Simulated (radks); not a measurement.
Isoelectronic series with 3 electrons, all held in the configuration [He] 2s1, which need not be the ground one along the series. All-electron calculation, Dirac Kohn-Sham, BLYP, spin-unpolarised, spherical densities, finite nucleus; Fermi nuclear charge, rms radius of each element as measured or else 0.836 A^(1/3) + 0.57 fm. Program: a radial shooting solver on a logarithmic mesh with Libxc functionals. Total energies (hartree) and mean radii <r> (bohr):

ion,E (hartree),2s1/2,1s1/2
Li,-7.47581,3.885,0.5821
B2+,-23.41276,1.639,0.3281
N4+,-48.36596,1.054,0.2282
F6+,-82.35122,0.7779,0.1749
Al10+,-177.51774,0.5105,0.1190
P12+,-238.76362,0.4355,0.1026
Cl14+,-309.17119,0.3796,0.09011
K16+,-388.78842,0.3362,0.08030
Sc18+,-477.66977,0.3016,0.07239
V20+,-575.87657,0.2734,0.06587
Mn22+,-683.47697,0.2499,0.06040
Co24+,-800.54655,0.2300,0.05575
Cu26+,-927.16819,0.2129,0.05174
Ga28+,-1063.43256,0.1981,0.04825
As30+,-1209.43864,0.1852,0.04518
Br32+,-1365.29398,0.1737,0.04246
Rb34+,-1531.11497,0.1635,0.04003
Nb38+,-1893.16496,0.1461,0.03587
Tc40+,-2089.67464,0.1387,0.03407
Rh42+,-2296.71303,0.1318,0.03244
